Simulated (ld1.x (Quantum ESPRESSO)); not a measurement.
## Cd, ultrasoft: configuration errors across variants

```
Element                 : cadmium
Generator               : ld1.x (Quantum ESPRESSO) 7.5
Type                    : ultrasoft
Functional              : PBE
Relativity              : scalar-relativistic
Frozen core             : [Ar] 3d10 4s2
Valence charge          : 18
Reference configuration : 4p6 4d10 5s2 5p0
Partial waves           : 5s (bound): rcut 1.65, rcutus 2.10 bohr; 5s channel at 2.4 Ry: rcut 1.65, rcutus 2.10 bohr; 4p (bound): rcut 1.30, rcutus 1.55 bohr; 5p (bound, empty): rcut 1.30, rcutus 1.55 bohr; 4d (bound): rcut 0.95, rcutus 1.30 bohr; 4d channel at -0.5 Ry: rcut 0.95, rcutus 1.30 bohr
Local potential         : all-electron potential smoothed inside 1.65 bohr (lloc = -1)
Core correction         : none
Augmentation charge     : built from norm-conserving waves at rcut, not smoothed further
```

All-electron excitation energies from the reference (eV): (1) 4p6 4d10 5s1 5p0 9.272; (2) 4p6 4d10 5s0 5p0 26.398; (3) 4p6 4d9 5s0 5p0 64.407; (4) 4p6 4d9 5s2 5p1 12.646; (5) 4p6 4d10 5s0 5p1 15.051; (6) 4p6 4d10 5s0 5p2 9.670; (7) 4p6 4d10 5s1.5 5p0 3.710.

Tests that are not counted but printed errors over 1 eV. “waves 4p (bound): rcut 1.08, rcutus 1.14 bohr; 5p (bound): rcut 1.08, rcutus 1.14 bohr”: 4p6 4d9 5s2 5p1 (solver errors, printed error -2.8 eV).

2 further variants failed, have other tests or too few solved ones, and are left out.

A true bound ghost makes a file unfit for plane-wave use even where its test errors are small: the radial tests pick states by their node count and pass the ghost by. Where a test does run into it, the solver fails or the error is huge.

Errors AE − PS in meV (a dash: test not solved or not reliable):

```tsv
change	(1)	(2)	(3)	(4)	(5)	(6)	(7)	bound ghosts
base	-2.8	-10.0	+3.5	-915	-1147	-1549	-0.9	s
type TM; waves now 5s (bound): rc 2.10 bohr; 4d (bound): rc 1.30 bohr; 4p (bound): rc 1.55 bohr; local potential the p channel	-5.5	-29	+60	+210	+224	+316	-1.4	s
waves 4p (bound): rcut 1.08, rcutus 1.14 bohr; 5p (bound): rcut 1.08, rcutus 1.14 bohr	-2.7	-9.7	+12	–	+2380	+2433	-0.8	s
waves 4d (bound): rcut 0.95, rcutus 1.76 bohr; 4d channel at -0.5 Ry: rcut 0.95, rcutus 1.76 bohr	-3.1	-11	+4.4	-913	-1148	-1550	-1.0	s
local potential all-electron potential smoothed inside 1.95 bohr (lloc = -1)	-3.0	-11	+5.6	-897	-1127	-1522	-1.0	not determined
waves 5s (bound): rcut 1.65, rcutus 2.26 bohr; 5s channel at 2.4 Ry: rcut 1.65, rcutus 2.26 bohr	-2.8	-10.0	+3.5	-915	-1147	-1549	-0.9	s
augmentation PSQ, inside the norm-conserving radii	–	–	–	–	–	–	–	s
wave 4d channel at -0.5 Ry: rcut 0.95, rcutus 1.30 bohr becomes 4d channel at 0.36 Ry: rcut 0.95, rcutus 1.30 bohr	-3.1	-11	+3.3	-914	-1148	-1550	-1.0	s
```

(1) Give the same row for: local potential all-electron potential smoothed inside 2.00 bohr (lloc = -1).

Results:

(1) -3.0, -11, +5.2, -898, -1129, -1526, -1.0; bound ghosts: not determined.
